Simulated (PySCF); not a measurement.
Species: C₇H₁₁BO₂.
SMILES with atom numbers: `[CH2:1]=[C:2]([CH3:3])/[CH:4]=[CH:5]\[C@H:6]1[CH2:7][O:8][BH:9][O:10]1` (hydrogens: H11, H12 on C1; H13, H14, H15 on C3; H16 on C4; H17 on C5; H18 on C6; H19, H20 on C7; H21 on B9)

A linear-response calculation (PySCF, def2-SVPD basis, gas phase, vertical, core orbitals frozen in the response) gave these numbers; the functional is withheld.

Orbital energies (eV): HOMO-3 -9.42, HOMO-2 -8.70, HOMO-1 -8.04, HOMO -6.63, LUMO -1.32, LUMO+1 0.12, LUMO+2 0.35.

| state | E (eV) | f | main configurations (H = HOMO, L = LUMO) |
| --- | --- | --- | --- |
| S1 | 5.38 | 0.647 | H→L (93%) |
| S2 | 5.92 | 0.027 | H-1→L (92%) |
| S3 | 6.00 | 0.035 | H→L+1 (88%) |
| S4 | 6.27 | 0.0017 | H→L+2 (82%) |
| S5 | 6.48 | 0.0057 | H→L+3 (72%), H→L+2 (10%) |
| S6 | 6.57 | 0.0077 | H-2→L (49%), H→L+5 (21%), H→L+3 (11%) |

Triplets (Tamm–Dancoff): T1 3.13 eV, H→L (96%); T2 4.95 eV, H-2→L (61%), H→L+5 (17%); T3 5.80 eV, H-1→L (94%); T4 5.93 eV, H→L+1 (86%).

Vertical ionisation energy by ΔSCF with the same functional: 8.57 eV. Mean static polarisability: 109.7 au.

Problem. Which of these was used?
A. PBE
B. CAM-B3LYP
C. B3LYP
D. HF

Solution. C. B3LYP is a global hybrid with 20% exact exchange. In this run −ε(HOMO) = 6.63 eV differs from the ΔSCF value by -1.94 eV, and S1 differs from the orbital gap of 5.31 eV by +0.07 eV. The ratio −ε(HOMO)/IP is 0.77. Small neutral molecules mostly give 0.67 to 0.83 with B3LYP, 0.5 to 0.7 with PBE, 0.85 to 0.93 with CAM-B3LYP; Hartree–Fock can't fall below 1, since the ion's relaxation only lowers the ΔSCF value. The other options: PBE, a GGA without exact exchange; HF, time-dependent Hartree–Fock, 100% exact exchange; CAM-B3LYP, range-separated, 19% exact exchange at short range and 65% at long range (ω = 0.33 bohr⁻¹).

Method used: TDDFT B3LYP/def2-SVPD, vertical, gas phase, core orbitals frozen in the response (PySCF 2.14.0, density-fitted response routines). One conformer (not necessarily the lowest) at the PBE0-D3(BJ)/def2-SVP geometry, without solvent, vibrations or thermal averaging.

Hardware: Arm Neoverse N1, one thread, on a shared host. Cost: 7.8 min of wall time, 1.3 GiB resident at most.

Shape of the structure used: `[CH2:1]=[C:2]([CH3:3])/[CH:4]=[CH:5]\[C@H:6]1[CH2:7][O:8][BH:9][O:10]1`: C1–C2–C4–C5 179°, C4–C5–C6–C7 98°.
